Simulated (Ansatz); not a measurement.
Isolated molecules relaxed with PBE0-D4/def2-TZVP in Ansatz; ΔE leaves out vibrations. CBS: MP2 limit from def2 TZ/QZ plus the TZ coupled-cluster correction, frozen cores. DFT in def2-TZVPP. One conformer a species, not always the lowest.

`C=C[SiH2]BF` → `C=C(F)B[SiH3]`  (isomerisation)

```json
{"level": "r2SCAN", "ΔE (kJ/mol)": "160.9"}
{"level": "r2SCAN0", "ΔE (kJ/mol)": "166.3"}
```

Q: What does CCSD(T)/CBS give? (Best estimate.)

A: Ansatz gave: +175.1 kJ/mol. The listed levels differ from it by -14.2, -8.8 kJ/mol.

Largest T1 diagnostic among the species: 0.014.

From BLYP to BHLYP (50 % exact exchange), in def2-TZVPP and without D4, ΔE moves by +11.6 kJ/mol. Leaving LDA and LC-ωPBE aside and taking each functional with its dispersion term where it has one, the values, not all of them listed here, spread over 16.3 kJ/mol, from revPBE-D4 to PBE-QIDH. LDA lies −3.8 kJ/mol from PBE without D4.

CCSD(T)/CBS has its own doubt, a few kJ/mol and more with outer-core shells, so smaller differences from it don't rank the levels.
